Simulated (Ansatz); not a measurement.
```yaml
crystal:
  periodic: [false, false, false]
  atoms:
    - {symbol: C, position_ang: [-1.944211, -0.535478, -0.654217]}
    - {symbol: Al, position_ang: [-0.074202, -1.084246, -0.719474]}
    - {symbol: C, position_ang: [1.259799, -0.067798, 0.290198]}
    - {symbol: C, position_ang: [1.034781, 1.117977, 1.159630]}
    - {symbol: F, position_ang: [1.081028, 0.406273, -1.199237]}
    - {symbol: H, position_ang: [-2.079815, 0.462487, -0.228983]}
    - {symbol: H, position_ang: [-2.393171, -0.534493, -1.652212]}
    - {symbol: H, position_ang: [-2.532667, -1.232349, -0.047659]}
    - {symbol: H, position_ang: [0.423524, -2.391098, -1.468429]}
    - {symbol: H, position_ang: [2.298970, -0.396754, 0.290647]}
    - {symbol: H, position_ang: [1.740334, 1.931265, 0.963707]}
    - {symbol: H, position_ang: [1.190194, 0.787396, 2.192605]}
    - {symbol: H, position_ang: [0.015836, 1.502217, 1.088325]}
basis:
  gaussian: {orbitals: x2c-TZVPPall, point_charges: [{charge: 2.00, position_ang: [5.096, -0.439, 0.549]}]}
hamiltonian: {xc: {name: B3LYP}, pseudopotentials: {relativity: scalar}}
```

```sh
$ ansatz run in.yaml --threads 4 --pin off --events-out ev --progress --plain --max-ram 10444MiB
```

It prints (some lines left out):

```
Functional definition: B3LYP
1454 factors; their error is unknown
mean field evaluation 1: about -12561.9238 eV, gradient 7.6e1 eV
mean field evaluation 2: about -12529.3339 eV, gradient 1.0e2 eV
mean field evaluation 4: about -12574.6349 eV, gradient 9.8e0 eV
mean field evaluation 8: about -12575.0993 eV, gradient 3.9e-1 eV
mean field evaluation 16: about -12575.1056 eV, gradient 9.5e-4 eV
mean field -12575.10561686 eV, -462.1266077067 hartree, gradient 3.8e-5 eV, S^2 0.000000; 0 other end points of the search recorded, 0 dependent functions left out
reference -12575.10592597 eV, -462.1266190666 hartree; 24, 24 occupied and 254, 254 virtual orbitals, 1454 factors
Total energy: -12575.10592597 eV, -462.1266190666 hartree
Relativity: scalar
```

It took 2.2 s on 4 threads of a server CPU on a shared host, with 0.56 GiB of host memory at the peak.
